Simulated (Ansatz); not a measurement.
Name a neutral molecule of C, F, O, Si and H with HOMO energy (ωB97M-V/def2-TZVPP) between -10.10 and -9.80 eV and LUMO energy (PBE/def2-TZVPP) between -0.95 and -0.65 eV (Ansatz, PBE0-D4/def2-TZVP geometry).

`C[Si](O)(F)[SiH3]` (-10.10 eV, -0.68 eV). Other molecules can fit too; these were computed, each in one conformer that needn't be the lowest.
